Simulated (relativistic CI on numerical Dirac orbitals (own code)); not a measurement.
## One change at a time: Ga14+

Base calculation: Dirac-Coulomb-Breit CI, KLI orbitals optimised for each configuration, model QED (radiative potential, 1s self-energy scaled to tabulated hydrogen-like ionisation energies), unscaled Slater integrals.

CI space (outside the closed core [Ne]): 3s²3p⁵, 3s3p⁶, 3s²3p⁴3d, 3s3p⁵3d, 3p⁶3d, 3s3p⁴3d², 3s²3p⁴4s, 3s²3p³3d4p, 3p⁶4s, 3s²3p⁴4p, 3p⁶4p, 3s3p⁴3d4s, 3s²3p⁴4d, 3s²3p³3d4s, 3s²3p²3d²4s, 3s3p³3d²4s, 3s²3p²3d4s², 3s²3p²3d4s4p, 3s²3p²3d4s4d. Double excitations out of closed p, d and f shells are left out; levels of such configurations are missing from the list, as are those of other unlisted configurations, and high levels can miss mixing partners.

The lowest level and the first level of each name with at least 55 % of one term (blank where a level has no safe partner in the second run):

```csv
Level,Base (cm⁻¹),Shift (cm⁻¹)
3s²3p⁵ ²P°3/2,0,0
3s²3p⁵ ²P°1/2,40771,+1
3s3p⁶ ²S1/2,388671,+1267
3s²3p⁴3d ⁴D5/2,524178,+1220
3s²3p⁴3d ⁴D7/2,526391,+1220
3s²3p⁴3d ⁴D3/2,526556,+1221
3s²3p⁴3d ⁴D1/2,531555,+1221
3s²3p⁴3d ⁴F9/2,564350,+1217
3s²3p⁴3d ²P1/2,569343,+1227
3s²3p⁴3d ⁴F7/2,574137,+1219
3s²3p⁴3d ⁴P1/2,586154,+1230
3s²3p⁴3d ⁴F5/2,587607,+1219
3s²3p⁴3d ⁴F3/2,593474,+1222
3s²3p⁴3d ⁴P5/2,604191,+1229
3s²3p⁴3d ²D5/2,613194,+1227
3s²3p⁴3d ²G7/2,624309,+1217
3s²3p⁴3d ²G9/2,627394,+1215
3s²3p⁴3d ²F5/2,628918,+1225
3s²3p⁴3d ²S1/2,741986,+1280
3s²3p⁴3d ²P3/2,790365,+1214
3s3p⁵3d ⁴P°1/2,993392,+2409
3s3p⁵3d ⁴P°3/2,1000217,+2409
```

At this charge energies of transitions that change n are usually good to better than 1 %, and those within a shell (Δn = 0) to a few per cent.

Problem. One thing was changed in a second run, which moved the levels as shown. Which?
A. QED terms removed
B. configuration mixing switched off
C. Breit term removed
D. non-relativistic limit
E. P86 correlation estimate

Solution. E. P86 correlation estimate. A correlation estimate moves all levels of a configuration together before mixing; mixed levels move by a weighted share.

LS names give the leading component of a level, which can be under half, so a name can repeat, a term be missing and a line seem to break the LS rules.
